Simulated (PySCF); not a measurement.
Constitutional and geometric isomers with formula C3H5N. Isolated molecules, 0 K electronic values unless said otherwise. One relaxed conformer stands for each flexible species; it need not be the lowest. Strings in code marks are SMILES.

Method: B3LYP-D3(BJ)/def2-TZVP // PBE0-D4/def2-TZVP in PySCF 2.14.0. All candidates: neutral, multiplicity 1. B3LYP has the VWN-RPA correlation part, as in Gaussian. Excitations are Tamm–Dancoff values on a coarser integration grid. The basis has no diffuse functions, so Rydberg states are missing or too high.

| Quantity | Value |
|---|---|
| HOMO | -6.40 eV |
| S1 excitation (TDA) | 4.79 eV |
| HOMO–LUMO gap | 6.32 eV |

Question: Which member has these values?
A. `C=CN=C` (C–C–N–C torsion 180°)
B. `CCC#N`
C. `C1=CNC1`
D. `C=C=NC`

Answer: D, `C=C=NC`. The others give `C1=CNC1`: -5.98 eV, 5.82 eV, 6.39 eV; `C=CN=C` (C–C–N–C torsion 180°): -7.13 eV, 4.48 eV, 5.67 eV; `CCC#N`: -9.08 eV, 7.73 eV, 9.25 eV
